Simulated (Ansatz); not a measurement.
Consider the ligand exchange at a P–N bond: `CCN([SiH3])P` + `O[SiH3]` → `[SiH3]OP` + `CCN[SiH3]`.

Program: Ansatz. Geometries: PBE0-D4/def2-TZVP. ΔE: electronic, gas phase. CCSD(T)/CBS is the MP2 limit (def2-TZVPP, def2-QZVPP) plus CCSD(T) − MP2 in def2-TZVPP, frozen cores. Functionals use def2-TZVPP. One conformer a species, not always the lowest.

`CCN([SiH3])P`:

Cartesian coordinates in Å:
```
C 0.902 -1.149 1.069
C 0.906 0.164 0.308
N -0.390 0.510 -0.274
Si -0.666 0.120 -1.939
P -1.624 1.192 0.674
H 1.891 -1.353 1.486
H 0.630 -1.978 0.413
H 0.189 -1.122 1.897
H 1.649 0.118 -0.498
H 1.220 0.981 0.968
H -1.981 0.675 -2.337
H -0.653 -1.352 -2.178
H 0.427 0.701 -2.768
H -1.635 0.319 1.804
H -0.864 2.176 1.376
```

`O[SiH3]`:

Z-matrix (Å, degrees):
```
Si
O 1 1.648
H 1 1.489 2 111.7
H 1 1.489 2 111.7 3 120.9
H 1 1.481 2 105.9 3 -119.6
H 2 0.957 1 117.9 3 -60.5
```

`[SiH3]OP`:

```xyz
8

Si   -0.690    0.584   -0.935
O     0.138    0.271    0.458
P     0.726   -1.164    1.004
H     0.252    0.727   -2.075
H    -1.415    1.857   -0.720
H    -1.645   -0.517   -1.226
H     0.528   -0.942    2.396
H     2.106   -0.816    1.098
```

`CCN[SiH3]`:

Z-matrix (Å, degrees):
```
C
C 1 1.516
H 1 1.092 2 110.6
H 1 1.093 2 111.0 3 120.8
H 1 1.094 2 110.8 3 -119.6
N 2 1.449 1 111.9 3 58.7
H 2 1.096 1 109.3 3 -60.7
H 2 1.100 1 109.4 3 -176.5
Si 6 1.715 2 123.6 1 -150.6
H 6 1.009 2 113.3 1 55.1
H 9 1.488 6 108.6 2 54.2
H 9 1.496 6 115.4 2 -65.4
H 9 1.486 6 107.4 2 174.2
```

```
       species  B2PLYP energy (Eh)
`CCN([SiH3])P`          -767.53697
     `O[SiH3]`          -367.02731
    `[SiH3]OP`          -708.86604
   `CCN[SiH3]`          -425.69999
```

Problem. Work out ΔE.

Solution. ΔE = (-708.86604) + (-425.69999) − (-767.53697) − (-367.02731) = -0.00175 Eh = -4.6 kJ/mol. CCSD(T)/CBS gives +3.4 kJ/mol.

Largest T1 diagnostic among the species: 0.012.

In def2-TZVPP, CCSD(T) changes the Hartree–Fock value by +24.0 kJ/mol (the triples alone add +4.0 kJ/mol) and MP2 by +29.1 kJ/mol. The D4 term adds +10.7 kJ/mol with B3LYP and +5.9 kJ/mol with PBE0; it sums over pairs of atoms, weighted by their polarisabilities, and B3LYP, whose exchange is more repulsive, gets the larger term.

B3LYP here is the variant with VWN-RPA as its local correlation; programs differ in this.
